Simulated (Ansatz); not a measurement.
`[F][In]([F])[O][SiH3]` + HBr → `[F][In]([F])[Br]` + `O[SiH3]`  (ligand exchange at the In–O bond)

Gas-phase electronic energies from Ansatz, PBE0-D4/def2-TZVP geometries. CCSD(T)/CBS is the MP2 limit (def2-TZVPP, def2-QZVPP) plus CCSD(T) − MP2 in def2-TZVPP, frozen cores. def2 core potentials past Kr. For Br, In outer-core shells are correlated without core-valence functions, which leaves a few kJ/mol of doubt a bond. Scalar relativity is left out up to krypton. Each species was taken in one conformer, which may not be the lowest.

```json
{"species": "`[F][In]([F])[O][SiH3]`", "CCSD(T)/CBS(def2) energy (Eh)": "-755.56161"}
{"species": "HBr", "CCSD(T)/CBS(def2) energy (Eh)": "-2573.91920"}
{"species": "`[F][In]([F])[Br]`", "CCSD(T)/CBS(def2) energy (Eh)": "-2962.82519"}
{"species": "`O[SiH3]`", "CCSD(T)/CBS(def2) energy (Eh)": "-366.69042"}
```

(1) Work out ΔE.

Largest T1 diagnostic among the species: 0.017.

## Answers

(1) ΔE = (-2962.82519) + (-366.69042) − (-755.56161) − (-2573.91920) = -0.03480 Eh = -0.95 eV.

At CCSD(T), def2-SVP lies +0.11 eV from the extrapolated value and def2-TZVPP +0.03 eV. From BLYP to BHLYP (50 % exact exchange), in def2-TZVPP and without D4, ΔE moves by −0.09 eV.
